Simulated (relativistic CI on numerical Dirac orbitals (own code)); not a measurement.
V4+: resonant inelastic scattering at the M2,3 edge

Computed with this model: Dirac-Coulomb-Breit CI, KLI orbitals optimised for each configuration, model QED (radiative potential, 1s self-energy scaled to tabulated hydrogen-like ionisation energies), valence Slater integrals scaled by 0.7, Kramers-Heisenberg scattering through one core-hole configuration in a parametric crystal field; configurations [Ar] 3d → [Ne] 3s2 3p5 3d2; 300 K; core-hole width 0.48 eV; summed over polarisations. Incident energies are the highest absorption maxima for each field (at most a few, so the weaker spin-orbit partner edge can be absent), on the computed scale of the free ion. Intensities are in per cent of the strongest line above 0.02 eV; levels within 1 cm⁻¹ are merged; final levels count from the ground level, the first row holds all elastic scattering, lines under 0.4 are left out and each table stops after 24 rows. The scale of the Slater integrals is a model choice and moves the terms in proportion.

Field parameters in Wybourne normalisation: Oh B⁴₀ = 21Dq, B⁴₄ = √(5/14) B⁴₀; Td as Oh with Dq negative (B⁴₀ = 21Dq, B⁴₄ = √(5/14) B⁴₀). The field is a parameter set, without covalency.

S is read from ⟨S²⟩ = S(S + 1).

Td, 10Dq = -15000 cm⁻¹:

```
Final level (eV)  Degeneracy  Irrep     S  50.5 eV  54.6 eV
           0.000           4     Γ8  0.50    158.0    161.1
           1.847           4     Γ8  0.50     56.7    100.0
           1.890           2     Γ7  0.50     15.0     61.9
```

Oh, 10Dq = 13500 cm⁻¹:

| Final level (eV) | Degeneracy | Irrep | S | 50 eV | 53.7 eV | 55.1 eV |
| --- | --- | --- | --- | --- | --- | --- |
| 0.000 | 4 | Γ8 | 0.50 | 187.9 | 360.7 | 36.1 |
| 0.045 | 2 | Γ7 | 0.50 | 14.2 | 72.6 | 8.0 |
| 1.690 | 4 | Γ8 | 0.50 | 53.9 | 81.8 | 100.0 |

For the first field the strongest loss at the lowest incident energy is the level at 1.85 eV (S = 0.50, against 0.50 in the thermal ground state).
